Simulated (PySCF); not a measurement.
Structure problem from calculated spectra and properties.

Formula: CH8NPSi.

| Quantity | Value |
| --- | --- |
| XPS | Si2p3/2 106.7, P2p3/2 136.1, C1s 291.7, N1s 404.5, Si1s 1846.6, P1s 2149.7 eV [ΔSCF SCAN, pcX-2 on the ionised atom, pcseg-1 elsewhere, spin-free X2C, 2p3/2 from a spin–orbit splitting computed afterwards within the 2p shell] |
| 1H NMR | chemical shifts (computed TMS as zero) by class: 5.14 (2 H), 2.69 (3 H), 1.67 (2 H), -0.56 (1 H) ppm [GIAO PBE0/pcSseg-1] |
| 13C NMR | chemical shifts (computed TMS as zero) by class: 33.4 (1 C) ppm [GIAO PBE0/pcSseg-1] |
| Rotational structure | rotational constants A, B, C: 12.412, 1.864, 1.701 GHz [PBE0-D3(BJ)/def2-SVP] |
| NMR, other nuclei | isotropic shieldings of nuclei other than C and H, by class: 250 (1 N), 378 (1 Si), 594 (1 P) ppm [GIAO PBE0/pcSseg-1] |
| Dipole | 1.09 D [CAM-B3LYP/def2-SVPD] |

Gas-phase values; electronic properties from PySCF, density fitting. Levels stand in brackets. The structure is a single PBE0-D3(BJ)/def2-SVP conformer in the gas phase; no vibrational or solvent corrections. NMR values are class means; diastereotopic atoms form classes of their own.

Q: Give a SMILES that accounts for the data.

A: Numbering: `[CH3:1][NH:2][SiH2:3][PH2:4]`. The one carbon: N-methyl carbon [C1] (33.4 ppm). Hydrogen classes from least to most shielded: 2 H on an SiH2 silicon, Si3 (5.14 ppm), 3 H on an N-methyl carbon, C1 (2.69 ppm), 2 H on a three-coordinate phosphorus, P4 (1.67 ppm), 1 H on a silicon-bound nitrogen, N2 (-0.56 ppm). The other shieldings belong to: 250 ppm, silicon-bound nitrogen [N2]; 378 ppm, SiH2 silicon [Si3]; 594 ppm, three-coordinate phosphorus [P4]. The core levels belong to: Si2p3/2 106.7 eV, SiH2 silicon [Si3]; P2p3/2 136.1 eV, three-coordinate phosphorus [P4]; C1s 291.7 eV, N-methyl carbon [C1]; N1s 404.5 eV, silicon-bound nitrogen [N2]; Si1s 1846.6 eV, SiH2 silicon [Si3]; P1s 2149.7 eV, three-coordinate phosphorus [P4]. The optimised geometry has point group C1 and is an asymmetric top. Structure: `CN[SiH2]P`. The assignments are read from this structure; whether some other isomer fits the data as well wasn't checked.

Conformer computed: `[CH3:1][NH:2][SiH2:3][PH2:4]`: C1–N2–Si3–P4 166°, H–P4–Si3–N2 -87°, H–P4–Si3–N2 178°.
